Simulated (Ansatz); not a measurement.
`[SiH3][O][AlH][Br]` + CH₃NH₂ → `C[NH][AlH][O][SiH3]` + HBr  (ligand exchange at the Al–Br bond)

Isolated molecules relaxed with PBE0-D4/def2-TZVP in Ansatz; ΔE leaves out vibrations. CCSD(T)/CBS is the MP2 limit (def2-TZVPP, def2-QZVPP) plus CCSD(T) − MP2 in def2-TZVPP, frozen cores. DFT in def2-TZVPP. For Br outer-core shells are correlated without core-valence functions, which leaves a few kJ/mol of doubt a bond. Scalar relativity is left out up to krypton. One conformer a species, not always the lowest.

| species | PBE energy (Eh) |
| --- | --- |
| `[SiH3][O][AlH][Br]` | -3183.14970 |
| CH₃NH₂ | -95.76706 |
| `C[NH][AlH][O][SiH3]` | -704.52096 |
| HBr | -2574.36854 |

Problem. Work out ΔE.

Solution. ΔE = (-704.52096) + (-2574.36854) − (-3183.14970) − (-95.76706) = 0.02726 Eh = +71.6 kJ/mol. CCSD(T)/CBS gives +72.8 kJ/mol.

Largest T1 diagnostic among the species: 0.011.

The D4 term adds −4.4 kJ/mol with B3LYP and −2.7 kJ/mol with PBE0; it sums over pairs of atoms, weighted by their polarisabilities, and B3LYP, whose exchange is more repulsive, gets the larger term. In def2-TZVPP, CCSD(T) changes the Hartree–Fock value by −16.9 kJ/mol (the triples alone add −1.5 kJ/mol) and MP2 by −14.1 kJ/mol.

B3LYP here is the variant with VWN-RPA as its local correlation; programs differ in this.
